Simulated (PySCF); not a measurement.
Solvent effects on NMR parameters

Atoms are numbered as in `[CH3:1][B:2]([CH3:3])[SiH2:4][B:5]([F:6])[F:7]`. Each H is labelled by its parent atom.

GIAO PBE0/pcSseg-1 in PySCF 2.14.0 with density-fitted response routines on one PBE0-D3(BJ)/def2-SVP conformer, non-relativistic, equivalent nuclei averaged. Solvents enter as an IEF-PCM continuum (acetone with ε = 20.5, dimethylsulfoxide with ε = 46.8) around the gas-phase geometry. Shifts are referred to TMS, BF3·OEt2, CFCl3 computed in the same medium.

Gas phase, δ in ppm: C1/C3 24.4, B2 107.0, B5 33.3, Si4 -106.9, F6/F7 -9.2, H(Si4) 3.42, H(C1)/H(C3) 1.50. Dipole moment 1.91 D.

Q: How does each δ change in the continuum?

A: 
```
      atoms                              environment  Δδ, acetone  Δδ, dimethylsulfoxide
      C1/C3                methyl carbon bonded to B         +0.4                   +0.4
         B2                  boron bonded to 2 C, Si         -0.6                   -0.6
         B5                  boron bonded to 2 F, Si         +1.0                   +1.0
        Si4               silicon bonded to 2 B, 2 H         -0.4                   -0.4
      F6/F7                     fluorine bonded to B         -4.8                   -4.9
     H(Si4)      hydrogen on a silicon bonded to 2 B        -0.10                  -0.10
H(C1)/H(C3)  hydrogen on a methyl carbon bonded to B        +0.02                  +0.02
```

Changes are relative to the gas phase. The dipole moment becomes 2.26 D in acetone, 2.27 D in dimethylsulfoxide.

Q: Which nuclei move most (in ppm), and what does the model miss?

A: F6/F7 (fluorine bonded to B, -4.9 ppm) in dimethylsulfoxide. A continuum only polarises the solute; specific hydrogen bonds, the anisotropy of aromatic solvents and changes of geometry or conformer are outside it.
